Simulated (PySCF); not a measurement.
**`C(=C)N=C1C(=O)CC1=O`, C6H5NO2**

Cartesian coordinates in Å; atom numbers follow the order of the lines, from 1:
```xyz
14

C    -2.958    1.011   -0.159
C    -1.630    0.939   -0.038
N    -1.028   -0.286   -0.138
C     0.230   -0.434   -0.035
C     1.453    0.419    0.195
O     1.654    1.588    0.367
C     2.353   -0.810    0.122
C     1.098   -1.653   -0.110
O     0.906   -2.818   -0.281
H    -3.481    1.948   -0.089
H    -3.537    0.119   -0.330
H    -1.022    1.824    0.135
H     3.066   -0.811   -0.702
H     2.895   -1.037    1.040
```

Theory: GIAO HF/pcSseg-1 magnetisability, rotational g tensor and spin-rotation constants, non-relativistic, gas phase (PySCF). Geometry: GFN2-xTB.

Question: Give the nuclear spin-rotation constants along the inertial axes (H = +C I·J) beside the isotropic shieldings.

Answer: Rotational constants 2.6455, 1.2404, 0.8489 GHz. A star marks the isotopologue with that one atom substituted, in its own axes.
| atom | isotope | Caa (kHz) | Cbb (kHz) | Ccc (kHz) | mean (kHz) | σ (ppm) |
| --- | --- | --- | --- | --- | --- | --- |
| N3 | 14N | 1.325 | 0.257 | 0.023 | 0.535 | -232.6 |
| H10 | 1H | 0.136 | -0.068 | -0.101 | -0.011 | 25.5 |
| H11 | 1H | -0.250 | 0.127 | -0.100 | -0.075 | 25.0 |
| H12 | 1H | -0.207 | 0.119 | -0.091 | -0.059 | 23.9 |
| H13 | 1H | -0.127 | -0.151 | -0.014 | -0.097 | 28.7 |
| H14 | 1H | -0.128 | -0.151 | -0.013 | -0.097 | 28.7 |
| C1 | 13C* | 1.017 | 0.575 | 0.112 | 0.568 | 44.1 |
| C2 | 13C* | 0.965 | 0.578 | 0.121 | 0.555 | 47.1 |
| C4 | 13C* | 1.051 | 0.525 | 0.200 | 0.592 | 30.1 |
| C5 | 13C* | 1.316 | 0.597 | 0.186 | 0.700 | -2.8 |
| O6 | 17O* | -1.639 | -1.388 | 0.000 | -1.009 | -313.1 |
| C7 | 13C* | 0.518 | 0.217 | 0.173 | 0.303 | 134.7 |
| C8 | 13C* | 1.454 | 0.546 | 0.183 | 0.728 | -4.6 |
| O9 | 17O* | -2.053 | -1.266 | 0.012 | -1.102 | -333.1 |

For the geometry as given, no vibrational averaging.
